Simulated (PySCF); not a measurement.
A PySCF script (with the pyscf-properties extension) for the NMR shieldings of SMILES S(C)CBCC[SiH3], C4H13BSSi, on a GFN2-xTB geometry:

```python
import basis_set_exchange as bse
import numpy as np
from pyscf import gto, dft
from pyscf.prop import nmr

atoms = """
C     3.901963    0.907846   -0.398629
S     2.104643    0.977195   -0.141690
C     1.703242   -0.762751   -0.553547
B     0.182885   -1.166172   -0.465018
C    -0.912285   -0.105222   -0.106287
C    -2.317186   -0.633303    0.209993
Si   -3.573150    0.759335    0.517916
H     4.114009    0.645887   -1.432329
H     4.292759    1.896184   -0.180173
H     4.340971    0.177666    0.276940
H     2.300670   -1.386812    0.116390
H     2.081548   -0.937839   -1.564368
H    -0.082602   -2.284056   -0.701267
H    -0.567491    0.530351    0.715654
H    -0.974699    0.582787   -0.958897
H    -2.654785   -1.264400   -0.614254
H    -2.260230   -1.284263    1.084631
H    -3.131522    1.574381    1.651494
H    -4.889091    0.185379    0.810658
H    -3.664794    1.598486   -0.679952
"""
names = dict.fromkeys(["C", "S", "B", "Si", "H"], "pcSseg-1")
basis = {el: gto.basis.parse(bse.get_basis(n, elements=[el], fmt="nwchem")) for el, n in names.items()}
mol = gto.M(atom=atoms, basis=basis, charge=0, verbose=0)
mf = dft.RKS(mol, xc="PBE0")
mf.grids.level = 2
mf.grids.alignment = dft.numint.BLKSIZE   # the property module wants whole blocks of grid points
mf.conv_tol = 1e-9
mf.kernel()

calc = nmr.RKS(mf)   # GIAO
C = mf.mo_coeff
Co = C[:, mf.mo_occ > 0]
resp = mf.gen_response(singlet=True, hermi=2)
def vind(x):   # induced exchange potential for any number of trial vectors
    d = np.einsum("pi,xij,qj->xpq", C, 2 * x.reshape(-1, C.shape[1], Co.shape[1]), Co, optimize=True)
    return np.einsum("xpq,pi,qj->xij", resp(d - d.transpose(0, 2, 1)), C, Co, optimize=True).ravel()
mo1, _ = nmr.rhf.solve_mo1(calc, with_cphf=vind)
sigma = calc.kernel(mo1)
for i, s in enumerate(sigma):   # ppm
    print("%2d %-2s %9.2f" % (i, mol.atom_pure_symbol(i), np.trace(s) / 3))
```

Question: What does it print?

Answer: 
```
 0 C     162.87
 1 S     575.39
 2 C     142.75
 3 B      10.28
 4 C     157.35
 5 C     178.55
 6 Si    417.42
 7 H      29.68
 8 H      29.73
 9 H      29.69
10 H      28.96
11 H      29.07
12 H      23.81
13 H      29.74
14 H      30.43
15 H      30.53
16 H      30.68
17 H      27.93
18 H      27.72
19 H      27.95
```

These numbers come from an equivalent density-fitted implementation of the same equations, which agrees with the script to about 0.01 ppm for H and up to a few tenths of a ppm for heavy atoms, so last digits may differ.

Size and cost of the density-fitted run: 198 basis functions, 60 s wall time on 1 thread of an Arm Neoverse N1, shared host; peak memory 0.88 GiB.
